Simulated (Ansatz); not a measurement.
# Ligand exchange: NaF + B(CH3)2(SH) → NaSH + B(CH3)2F

Species: NaF, singlet; B(CH3)2(SH), singlet; NaSH `[Na][SH]`, singlet; B(CH3)2F, singlet. The partners trade F for SH: Na–F and B–SH bonds give way to Na–SH and B–F.

Shapes, held fixed at every level: PBE0-D4/def2-TZVP. Programs: Ansatz 0.2.0. The zero-point and thermal change to 298 K, harmonic and unscaled (PBE0-D4/def2-TZVP), is -2.1 kJ/mol.

```csv
level,kind,ΔH(298 K) (kJ/mol),less CCSD(T)/def2-TZVPP
HF/def2-SVP,Hartree–Fock,-101.1,-36.2
PBE-D4/def2-TZVPP,GGA,-52.7,+12.2
B3LYP-D4/def2-TZVPP,global hybrid,-61.4,+3.5
BHLYP-D4/def2-TZVPP,global hybrid,-71.9,-7.0
MP2/def2-SVP,perturbation theory,-62.1,+2.8
CCSD(T)/def2-SVP,coupled cluster or CI,-65.2,-0.3
CCSD(T)/def2-TZVPP,coupled cluster or CI,-64.9,0.0
```

The highest level, CCSD(T)/def2-TZVPP, gives ΔH(298 K) = -64.9 kJ/mol; the levels span -101.1 to -52.7. The column of differences is taken from that level and isn't an error. No measured value is set beside it here. Outer-core shells of Na are correlated, in sets that cover them unevenly.
